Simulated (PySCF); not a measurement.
Dipole moment and polarisability of `NC(=O)C(F)=C(F)F`

Compound: C3H2F3NO.
Cartesian coordinates in Å at the GFN2-xTB level; atoms count from 1:
```xyz
10
C3H2F3NO angstrom
N     -1.827   -0.046    0.473
C     -0.610   -0.603    0.325
O     -0.400   -1.791    0.287
C      0.492    0.407    0.208
F      0.133    1.708    0.262
C      1.785    0.115    0.055
F      2.745    1.017   -0.046
F      2.278   -1.096   -0.015
H     -2.623   -0.656    0.557
H     -1.965    0.950    0.499
```

Level: B3LYP/def2-SVPD (PySCF), static field, nuclei fixed, core orbitals frozen in the response. The polarisability tensor in these axes (au):

```
x   71.12 -0.72 -4.41
y   -0.72 53.62  0.31
z   -4.41  0.31 33.67
```

**Question.** Diagonalise the tensor; give its mean and Δα, where Δα² is half the sum of the squared differences of the eigenvalues.

**Answer.** Principal values 33.16, 53.59 and 71.66 au; mean 52.80 au = 7.82 Å³ = 8.71 × 10⁻⁴⁰ C²·m²/J; Δα = 33.37 au (63 % of the mean).

**Question.** What is the dipole moment, and where does it point?

**Answer.** (-2.24, 2.30, 0.28) D, 3.22 D in size, pointing from the negative to the positive side. Measured along this direction, the outermost atoms are F8 at the negative end and H10 at the positive end.

**Question.** Along which axes do the principal values lie, and how far do the nuclei extend along each?

**Answer.** Largest value along (0.99, -0.04, -0.12), where the nuclei span 5.33 Å; middle along (0.04, 1.00, 0.01), 3.52 Å; least along (0.12, -0.01, 0.99), 0.00 Å. The response follows the extents in order.

**Question.** Rayleigh depolarisation ratio (linearly polarised light, static tensor)?

**Answer.** ρ = 3Δα²/(45ᾱ² + 4Δα²) = 3340.1/(125464 + 4453.4) = 0.0257.

**Question.** What are the principal values of the traceless quadrupole moment, Θ = ½Σq(3rr − r²1), about the centre of nuclear charge?

**Answer.** -13.19, -0.25, 13.44 D·Å. The values depend on the origin, since the dipole doesn't vanish. The electronic extent ⟨r²⟩ about the same centre is 920 bohr², a root-mean-square distance of 2.04 Å for the 62 electrons.

**Question.** Refractivity n − 1 of an ideal gas of it at 400 K and 1 atm, from the electronic α?

**Answer.** N = p/kT = 1.8347 × 10¹⁹ cm⁻³, so n − 1 = 2π × N × 7.82 × 10⁻²⁴ cm³ = 902 × 10⁻⁶ at long wavelengths.

**Question.** How large is μ²/3kT at 350 K beside α?

**Answer.** In Gaussian units μ²/3kT = 71.41 Å³ against 7.82 Å³, a ratio of 9.13; the Debye molar polarisation (4π/3)N_A(α + μ²/3kT) is 199.9 cm³/mol, leaving out the vibrational part.

One conformer (not necessarily the lowest) at the GFN2-xTB geometry, without solvent, vibrations or thermal averaging.

These values come from a run that also computed excited states. Hardware: one thread, Arm Neoverse V1 (aarch64), shared host with 32 logical CPUs at a one-minute load of 14. Cost: 28 s of wall time, 0.74 GiB resident at most.
